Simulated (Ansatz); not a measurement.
Se₄⁻, that is [Se4]2- with one electron fewer. Charge -1, multiplicity 2. Geometry PBE0-D4/def2-SVPD; atoms count from 1.

```xyz
4

Se    0.435    2.701   -0.737
Se    0.400    0.452   -1.027
Se   -0.387   -0.453    1.030
Se   -0.448   -2.700    0.734
```

(1) Estimate the Mulliken populations from the PBE0/def2-TZVPD orbitals of Ansatz.

(2) Where does the spin sit?

(3) And the Mayer bond orders between heavy atoms (over 0.3)?

Results:

(1) 
```csv
atom,charge (e),spin (α − β)
Se1,-0.56,0.22
Se2,0.06,0.28
Se3,0.06,0.28
Se4,-0.56,0.22
```
Mulliken values depend strongly on the basis. With diffuse functions, as here, like atoms can get unlike values, and bond orders can come out too low or too high.

(2) Summed by element: Se 1.00, of 1 unpaired in all. Largest on single atoms: Se3 0.28, Se2 0.28, Se4 0.22.

(3) Se1–Se2 1.16 (2.27 Å); Se2–Se3 0.91 (2.38 Å); Se3–Se4 1.16 (2.27 Å).
